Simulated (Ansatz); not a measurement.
Reactions of AlCl2GeH3 (`[Cl][Al]([Cl])[GeH3]`).

Calculated with Ansatz (gas phase, PBE0-D4/def2-TZVP geometries, no zero-point term in ΔE). CBS: MP2 limit from def2 TZ/QZ plus the TZ coupled-cluster correction, frozen cores. This one scheme is used for every species. DFT in def2-TZVPP. B3LYP here is the variant with VWN-RPA as its local correlation; programs differ in this. For Ge, Se outer-core shells are correlated without core-valence functions, which leaves a few kJ/mol of doubt a bond. Scalar relativity is left out up to krypton. One conformer a species, not always the lowest.

| reaction | B3LYP-D4 (eV) | r2SCAN-D4 (eV) | PBE-D4 (eV) |
| --- | --- | --- | --- |
| `[Cl][Al]([Cl])[GeH3]` + `CC=S` → `C[C](=S)[GeH3]` + `[Cl][AlH][Cl]` | 0.53 | 0.55 | 0.59 |
| `[Cl][Al]([Cl])[GeH3]` + H₂Se → `[GeH3][SeH]` + `[Cl][AlH][Cl]` | -0.22 | -0.21 | -0.14 |
| `[Cl][Al]([Cl])[GeH3]` + CH₃OH → `C[O][Al]([Cl])[Cl]` + GeH₄ | -1.05 | -1.04 | -0.84 |
| `[Cl][Al]([Cl])[GeH3]` + acetylene → `C#[C][GeH3]` + `[Cl][AlH][Cl]` | 0.21 | 0.21 | 0.29 |
| `[Cl][Al]([Cl])[GeH3]` + `CC=N` → `C/C=[N]\[GeH3]` + `[Cl][AlH][Cl]` | 0.44 | 0.47 | 0.55 |
| `[Cl][Al]([Cl])[GeH3]` + ethylmethylamine → `CC[N](C)[Al]([Cl])[Cl]` + GeH₄ | -0.62 | -0.59 | -0.47 |
| `[Cl][Al]([Cl])[GeH3]` + `C[SeH]` → `C[Se][Al]([Cl])[Cl]` + GeH₄ | -0.84 | -0.87 | -0.78 |
| `[Cl][Al]([Cl])[GeH3]` + `OC#C[SiH3]` → `[SiH3]C#C[O][GeH3]` + `[Cl][AlH][Cl]` | -0.11 | -0.07 | 0.06 |

Question: Give the CCSD(T)/CBS values in the same order. (An estimate is asked.)

Answer: Ansatz gave: 0.49, -0.22, -1.01, 0.18, 0.44, -0.60, -0.87, -0.07 eV.

Largest T1 diagnostic: 0.016, for `CC=S`.
